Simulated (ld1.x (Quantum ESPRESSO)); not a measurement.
# Lu (Z = 71): TM pseudisation with PBE, fully relativistic reference atom.

- Element: Lu (Z = 71)
- Generator: ld1.x (Quantum ESPRESSO) 7.5
- Type: norm-conserving Troullier–Martins (Kleinman–Bylander form)
- Functional: PBE
- Relativity: fully relativistic
- Frozen core: [Kr] 4d10
- Valence charge: 25
- Reference configuration: 4f14 5s2 5p6 5d1 6s1 6p0 (charge +1)
- Partial waves: 5p (bound): rc 1.30 bohr; 5d (bound): rc 1.75 bohr; 4f (bound): rc 0.95 bohr; 5s (bound): rc 1.50 bohr
- Local potential: the s channel
- Core correction: a·sin(br)/r model core, default radius (core density twice the valence density)

Open shells are filled in proportion to 2j + 1 (rel_dist='average').

Occupied shells without a wave of their own: 6s. They enter only through the test configuration that unscreens the potential, and ld1.x also counts them in the model core charge.

(1) Does this generation succeed?

## Answers

(1) No. ld1.x (Quantum ESPRESSO) 7.5 stopped with "run_pseudo: Errors in PS-KS equation": the pseudo-atom solver did not find the valence states with the expected number of nodes, which is the usual sign of a ghost state. Before that it printed "Warning: n=4, l=3 expected 0 nodes, found 1".
